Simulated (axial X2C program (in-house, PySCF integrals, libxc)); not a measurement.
# Ionising NaCd

Calculated with an in-house relativistic program for diatomic molecules, spin-free (one-electron X2C) or two-component (2c: spin–orbit coupling with atomic mean-field Coulomb and Gaunt terms, which also bring small scalar terms), in Dyall basis sets with cores contracted in-house; open shells are unrestricted.

Basis sets: Cd dyall-cv3z, Na dyall-cv3z.

```csv
Hamiltonian,level,NaCd state,Re (Å),ωe (cm⁻¹),De (eV)
spin-free,PBE0,"M_S = 1/2, Λ = 0",3.400,75.0,0.13
2c,PBE0,Ω = 1/2,3.398,75.1,0.13
```

Adiabatic ionisation energy (minimum to minimum, no zero-point term) and constants of NaCd⁺:

| Hamiltonian | level | NaCd⁺ state | IE (eV) | Re (Å) | ωe (cm⁻¹) | De (eV) | fragments |
| --- | --- | --- | --- | --- | --- | --- | --- |
| spin-free | PBE0 | M_S = 0, Λ = 0 | 4.94 | 3.106 | 123.5 | 0.49 | Cd + Na+ |
| 2c | PBE0 | Ω = 0 | 4.94 | 3.106 | 123.5 | 0.49 | Cd + Na+ |

Q: Add the zero-point terms to the ionisation energy at PBE0, 2c, and say whether the electron removed was bonding.

A: IE0 = IE + (ωe⁺ − ωe)/2 = 4.94 + (0.003) = 4.94 eV. Re changes by -0.292 Å, so the bond shortens, as on loss of an antibonding or a polarising non-bonding electron.

Q: Close the cycle De(NaCd⁺) + IE(NaCd) = De(NaCd) + IE(Na) to find the atomic ionisation energy at PBE0, 2c.

A: IE(Na) = 0.49 + 4.94 − 0.13 = 5.30 eV, for the determinants used.

Each entry is the lowest single determinant of a limited PBE0 search at one distance. De goes to single-determinant-based atoms at the same level (for ions the charge split of lowest energy) and is withheld (n/a) where an atom does not fit its ground term or J level. Main or longest-lived isotopes.
